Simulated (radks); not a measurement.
Problem. Excited configurations of the argon ion Ar2+: one electron is placed in a higher orbital outside [Ne] 3s2 3p3. The ground configuration is [Ne] 3s2 3p4. All-electron calculation, scalar-relativistic Kohn-Sham, r2SCAN, spin-unpolarised, spherical densities, finite nucleus; meta-GGA in the generalised Kohn-Sham scheme; Fermi nuclear charge, rms radius 3.4274 fm. Program: a radial shooting solver on a logarithmic mesh with Libxc functionals. Excitation = E - E(ground); binding = E(ion) - E, where the ion is the core of charge +3; n* = 3/sqrt(2 binding) in atomic units, and the quantum defect is n - n*.

| outer orbital | excitation (eV) | binding (eV) | n* | quantum defect | eigenvalue (eV) | <r> (bohr) |
|---|---|---|---|---|---|---|
| 3d | 22.013 | 20.859 | 2.423 | 0.577 | -15.356 | 1.935 |
| 4s | 24.744 | 18.127 | 2.599 | 1.401 | -15.607 | 3.443 |
| 4p | 28.278 | 14.594 | 2.897 | 1.103 | -12.363 | 3.950 |
| 5s | 33.396 | 9.476 | 3.595 | 1.405 | -8.171 | 6.535 |
| 6d | 38.787 | 4.084 | 5.476 | 0.524 | -3.499 | 14.14 |
| 7s | 38.903 | 3.968 | 5.555 | 1.445 | -3.457 | 15.65 |
| 7d | 39.935 | 2.936 | 6.458 | 0.542 | -2.536 | 20.13 |
| 7f | 40.315 | 2.557 | 6.921 | 0.079 | -2.195 | 22.17 |

Estimate the row for 4d.

Solution. excitation (eV) 32.829; binding (eV) 10.043; n* 3.492; quantum defect 0.508; eigenvalue (eV) -8.262; <r> (bohr) 5.148. The Delta-SCF ionisation energy is 42.871 eV (NIST Atomic Spectra Database: 40.74 eV, semi-empirical). Self-interaction in the functional shifts the binding energies and quantum defects, so they are the method's values and not measured ones. Spin polarisation and multiplet splitting are left out, so open shells lie too high by an amount that depends on their filling.

Beside tabulated values, note that spin-unpolarised runs miss the spin-polarisation part of the exchange energy of open shells.
